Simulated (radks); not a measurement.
Values are calculated unless marked as measured or tabulated.
All-electron atom: Pr I in [Xe] 4f3 6s2. Level of theory: Dirac Kohn-Sham, HCTH/407, spin-unpolarised, spherical densities, finite nucleus; open shells fill j = l - 1/2 first; Fermi nuclear charge, rms radius 4.8919 fm (a radial shooting solver on a logarithmic mesh with Libxc functionals).

X-ray form factor f0, the Fourier transform of the density (f0(0) = 59):

| sin(theta)/lambda (1/angstrom) | f0 (electrons) |
|---|---|
| 0.05 | 57.495 |
| 0.1 | 54.352 |
| 0.15 | 50.984 |
| 0.2 | 47.625 |
| 0.25 | 44.355 |
| 0.3 | 41.296 |
| 0.4 | 36.075 |
| 0.5 | 31.895 |
| 0.6 | 28.403 |
| 0.8 | 22.920 |
| 1 | 19.214 |
| 1.25 | 16.254 |
| 1.5 | 14.042 |
| 2 | 10.180 |
